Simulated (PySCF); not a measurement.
I$_{3}$Pb, charge -1, singlet, at a GFN2-xTB geometry (such geometries of metal compounds can be far from the true shape) (core potentials on I, Pb). Base run: DF-BLYP/def2-TZVP run with PySCF.

PySCF was given this input:
```python
from pyscf import gto, scf, dft

mol = gto.M(
    atom='''
Pb   -0.00801113   -0.00941235    0.81054775
I     0.42898299   -2.52528977   -0.44320013
I     1.98287322    1.63760001   -0.37950125
I    -2.39946163    0.90225226   -0.43135362
''',
    basis='def2-tzvp',
    ecp={'I': 'def2-tzvp', 'Pb': 'def2-tzvp'},
    charge=-1,
    verbose=4,
)

mf = dft.RKS(mol)
mf.xc = 'blyp'
mf = mf.density_fit(auxbasis='def2-universal-jkfit')
mf.kernel()
```

Variants of this job, named by their change:

```csv
change,basis functions,E (Eh),HOMO (eV),HOMO-LUMO gap (eV),core-seconds (rough)
base,200,-1086.08613,-1.66,3.20,60
basis = LANL2DZ,32,-37.75406,-1.62,3.37,3
basis = def2-SVP,104,-1086.03807,-1.37,3.26,30
basis = def2-SV(P),104,-1086.03807,-1.37,3.26,20
basis = def2-SVPD,[?],[?],[?],[?],40
basis = def2-TZVPP,200,-1086.08613,-1.66,3.20,60
basis = def2-TZVPD,[?],[?],[?],[?],70
```

### Question
What belongs in the gaps?

### Answer

- basis = def2-SVPD, basis functions: 137
- basis = def2-SVPD, E (Eh): -1086.05393
- basis = def2-SVPD, HOMO (eV): -1.78
- basis = def2-SVPD, HOMO-LUMO gap (eV): 3.11
- basis = def2-TZVPD, basis functions: 233
- basis = def2-TZVPD, E (Eh): -1086.08883
- basis = def2-TZVPD, HOMO (eV): -1.77
- basis = def2-TZVPD, HOMO-LUMO gap (eV): 3.12

Totals compare only among sets that treat the same electrons; sets with core potentials leave the core out.
